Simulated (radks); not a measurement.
Effect of the nuclear size on the bromine ion Br9+, [Ar] 3d8. All-electron calculation, Dirac Kohn-Sham, relativistic LDA (MacDonald-Vosko exchange, VWN5 correlation), spin-unpolarised, spherical densities, finite nucleus; open shells are shared between the two j in proportion to 2j + 1; Fermi nuclear charge, rms radius 4.1629 fm. Program: a radial shooting solver on a logarithmic mesh with Libxc functionals. The rms radius is varied about that value; shifts are against it.

| rms radius (fm) | total energy shift (eV) | density at nucleus (e/bohr^3) | 1s1/2 shift (meV) | 2s1/2 shift (meV) | 3s1/2 shift (meV) | 3p1/2 shift (meV) | 3d5/2 shift (meV) | 4s1/2 (empty) shift (meV) |
|---|---|---|---|---|---|---|---|---|
| 3.3428 | -0.191 | 4.462e+04 | -80.8 | -8.14 | -1.37 | 0.098 | 0.075 | -0.305 |
| 3.8132 | -0.0861 | 4.418e+04 | -36.4 | -3.67 | -0.619 | 0.044 | 0.034 | -0.137 |
| 4.1629 | 0 | 4.389e+04 | 0.000 | 0.000 | 0.000 | 0.000 | 0.000 | 0.000 |
| 4.3919 | 0.0602 | 4.371e+04 | 25.5 | 2.57 | 0.433 | -0.031 | -0.024 | 0.096 |
| 4.9164 | 0.209 | 4.334e+04 | 88.5 | 8.93 | 1.50 | -0.108 | -0.083 | 0.334 |

Slopes of the eigenvalues against <r^2> in GHz/fm^2, as finite differences over the two radii next to the reference (eigenvalue slopes, not the field-shift constants of lines): 1s1/2 3150, 2s1/2 318, 3s1/2 53.6, 3p1/2 -3.84, 3d5/2 -2.94, 4s1/2 (empty) 11.9.
